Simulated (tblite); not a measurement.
Species: C8H15PS.
Structure used (GFN2-xTB), in Å, numbered top down from 1:
```xyz
25
C8H15PS angstrom
C     -0.9831    2.7689   -0.6253
C     -0.6662    1.5280   -0.9532
P     -0.1654    0.3477    0.3403
S     -0.1256    1.0622    2.1385
C      1.4714   -0.2901   -0.2938
C      1.9238   -1.4351    0.6012
C      2.4586    0.8682   -0.2673
C     -1.3088   -1.0683    0.1563
C     -1.7231   -1.6042   -1.1823
C     -2.6987   -0.8297   -0.3612
H     -0.9585    3.0754    0.4106
H     -1.2717    3.5115   -1.3517
H     -0.6657    1.1798   -1.9783
H      1.3258   -0.6456   -1.3204
H      2.9294   -1.7549    0.3328
H      1.9322   -1.1064    1.6407
H      1.2547   -2.2896    0.5120
H      2.5317    1.2630    0.7460
H      2.1318    1.6743   -0.9240
H      3.4465    0.5389   -0.5839
H     -1.2013   -1.7673    0.9805
H     -1.8590   -2.6718   -1.2740
H     -1.3203   -1.1443   -2.0724
H     -2.9568    0.1710   -0.6790
H     -3.5127   -1.3574    0.1122
```

Method: GFN2-xTB as coded in tblite; computed harmonic values from a numerical Hessian at the method's own geometry, unscaled. Errors from tens to a few hundred cm⁻¹ against measured bands are possible. One conformer, not necessarily the lowest.

Harmonic wavenumbers (cm⁻¹): 47.5, 53.1, 67.1, 120.1, 137.3, 148.7, 165.8, 189.7, 195.4, 218.7, 257.0, 279.9, 308.6, 337.7, 389.6, 423.7, 544.0, 565.3, 673.1, 705.7, 789.0, 803.7, 834.8, 905.5, 923.8, 938.6, 961.8, 966.1, 980.8, 986.8, 1009.0, 1014.8, 1018.0, 1066.3, 1073.2, 1083.1, 1132.4, 1147.6, 1167.5, 1204.5, 1217.2, 1229.7, 1282.2, 1329.1, 1374.5, 1404.2, 1415.9, 1436.0, 1480.4, 1483.1, 1484.9, 1493.9, 1495.3, 1655.8, 2900.2, 3002.8, 3006.7, 3009.2, 3013.2, 3016.4, 3023.3, 3023.4, 3028.6, 3067.8, 3073.1, 3082.8, 3087.0, 3101.9, 3106.4.

A = 1086, B = 879.7, C = 740.6 MHz; mass 174.063 u (most abundant isotopes); point group C1, symmetry number 1.

Problem. Zero-point energy?

Solution. ½Σν̃ = 45580 cm⁻¹ = 545.26 kJ/mol.

Problem. Give the ideal-gas entropy at 500 K and 1 bar in the rigid-rotor, harmonic-oscillator model (classical rotation).

Solution. Translation 183.95, rotation 134.05, vibration 296.26: S = 614.3 J/(mol K).

Problem. And Cp and H(500 K) − H(0)?

Solution. Cp = 310.28 J/(mol K), of which vibrations give 277.02 (their classical limit is 69 R = 573.7); H(500 K) − H(0) = 90.66 kJ/mol without the zero-point energy, 74.03 from vibrations.

Problem. What must be added to the electronic energy to get the Gibbs energy at 500 K and 1 bar?

Solution. ZPE + [H(500 K) − H(0)] − T·S = 545.26 + 90.66 − 307.13 = 328.79 kJ/mol.

Problem. Blend soft modes into free rotors: weight 1/[1 + (100 cm⁻¹/ν̃)⁴] for the oscillator and the rest for a rotor with moment μB/(μ + B), μ = h/(8π²ν), B = 10⁻⁴⁴ kg m². What vibrational entropy results?

Solution. 273.94 J/(mol K) in place of 296.26, which changes −T·S at 500 K by +11.16 kJ/mol.

Problem. How do the functions run with temperature in this model?

Solution. 
| T (K) | S (J/(mol K)) | Cp (J/(mol K)) | H − H(0) (kJ/mol) | G − H(0) (kJ/mol) | ln q(vib) |
| --- | --- | --- | --- | --- | --- |
| 50 | 261.0 | 66.4 | 2.32 | -10.73 | 0.78 |
| 100 | 319.4 | 104.6 | 6.64 | -25.30 | 2.62 |
| 298.15 | 481.0 | 209.2 | 37.76 | -105.66 | 10.44 |
| 373.15 | 532.4 | 249.9 | 54.99 | -143.68 | 13.23 |
| 750 | 757.3 | 394.8 | 179.60 | -388.41 | 26.42 |
| 1000 | 879.1 | 450.6 | 285.71 | -593.36 | 34.35 |

q(vib) and H(0) count from the zero-point level.

Problem. Which modes carry the vibrational entropy at 500 K?

Solution. 47.5 cm⁻¹: 24.87; 53.1 cm⁻¹: 23.94; 67.1 cm⁻¹: 22.00; 120.1 cm⁻¹: 17.19; 137.3 cm⁻¹: 16.09; 148.7 cm⁻¹: 15.44 J/(mol K); the other 63 give 176.73 together.

Hindered rotation and anharmonicity are outside this model. Other conformers, if any are populated, would add a mixing term that is left out. The structure is chiral; the term R ln 2 for an equal mix with its mirror image is left out.

Time: 1.7 s of wall time. Hardware: one thread, Intel Xeon Platinum 8488C (x86_64), no GPU, shared host with 192 logical CPUs at a one-minute load of 80. The figure is for the frequency step alone.
